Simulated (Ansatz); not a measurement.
Wavefunction ladder for AlBH₈Si₂

```csv
atom,x (Å),y (Å),z (Å)
Al1,-0.487,0.239,-1.317
B2,0.977,-0.469,0.277
Si3,1.385,1.327,0.487
Si4,-0.770,-1.167,0.904
H5,-1.381,1.550,-1.282
H6,-0.381,-0.716,-2.571
H7,1.736,-1.189,-0.303
H8,2.569,2.014,-0.094
H9,0.490,2.325,1.128
H10,-0.949,-2.638,0.949
H11,-1.423,-0.506,2.060
H12,-1.767,-0.771,-0.239
```

Charge 0, multiplicity 1. The bonds changed during the relaxation, so this is another structure than the one it started from. The structure was optimised at the PBE0-D4/def2-TZVP level. It is one conformer, not always the lowest. Frozen core, restricted reference, Ansatz 0.2.0. CBS rows extrapolate triple and quadruple zeta; past MP2 they add the triple-zeta difference.

```json
{"basis": "def2-SVP", "HF (Eh)": "-848.77456", "MP2 corr.": "-0.38191", "CCSD corr.": "-0.45029", "(T)": "-0.01593", "CCSD(T) total": "-849.24078"}
{"basis": "def2-TZVPP", "HF (Eh)": "-849.09149", "MP2 corr.": "-0.46767", "CCSD corr.": "-0.53331", "(T)": "-0.02292", "CCSD(T) total": "-849.64772"}
{"basis": "def2-QZVPP", "HF (Eh)": "-849.11753", "MP2 corr.": "-0.49811", "CCSD corr.": "–", "(T)": "–", "CCSD(T) total": "–"}
{"basis": "CBS(def2)", "HF (Eh)": "-849.12111", "MP2 corr.": "-0.52066", "CCSD corr.": "-0.58630", "(T)": "as TZ", "CCSD(T) total": "-849.73033"}
```
